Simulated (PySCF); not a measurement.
# How the method changes the shape and vibrations of Al2BH3N cation

All numbers below are calculated, not measured. They come from PySCF 2.14.0, an open-source quantum chemistry program, on an isolated molecule that a program drew, which may never have been made. The molecule is Al2BH3N cation (charge +1, singlet), drawn as the SMILES string `[BH+][N]=[Al][AlH2]`.

The geometry was optimised and harmonic frequencies were computed with HF and MP2, all in the cc-pV(D+d)Z basis, for the commonest isotopes, with a restricted reference for singlets and an unrestricted one otherwise, and a frozen core in MP2. Each result is a local minimum of its method.

Geometry at the HF minimum:
```xyz
7
Al2BH3N cation, angstrom
B     0.3769    0.3515    2.0766
N    -0.5582   -0.2400    1.4627
Al   -1.8177   -1.0367    0.6360
Al   -3.8035   -2.2922   -0.6674
H     1.2413    0.8983    2.6442
H    -3.7706   -2.0271   -2.2010
H    -4.7171   -3.1140    0.2882
```

Lengths of the bonds as drawn, in Å (atoms numbered as above):
```
bond,HF,MP2
B1-N2,1.265,1.288
N2-Al3,1.704,1.731
Al3-Al4,2.687,2.687
B1-H5,1.170,1.179
Al4-H6,1.557,1.558
Al4-H7,1.557,1.558
```

Rotational constants, in GHz:
| constant | HF | MP2 |
|---|---|---|
| A | 121.2 | 119.5 |
| B | 1.376 | 1.356 |
| C | 1.36 | 1.341 |

Harmonic frequencies in cm^-1, each column in rising order, so a row needn't be the same motion in every method:
| rank | HF | MP2 |
|---|---|---|
| 1 | 80 | 70 |
| 2 | 83 | 73 |
| 3 | 189 | 156 |
| 4 | 193 | 160 |
| 5 | 265 | 259 |
| 6 | 420 | 403 |
| 7 | 571 | ? |
| 8 | 751 | 718 |
| 9 | 822 | 754 |
| 10 | 842 | 754 |
| 11 | 842 | 766 |
| 12 | 1875 | 1770 |
| 13 | 2075 | 2041 |
| 14 | 2112 | 2087 |
| 15 | 3003 | 2917 |

**Estimate the missing MP2 frequency from the HF column.**

A single factor s that minimises the squared misfit of MP2 against s times HF over the other rows is sum(HF x MP2) / sum(HF^2) = 0.9662, with an rms misfit of 32 cm^-1. For rank 7 it gives 0.9662 x 571 = 552 cm^-1. The calculation gives 554 cm^-1, 2 cm^-1 above the estimate. The drawn bonds are on average 0.7 % longer in MP2 than in HF.
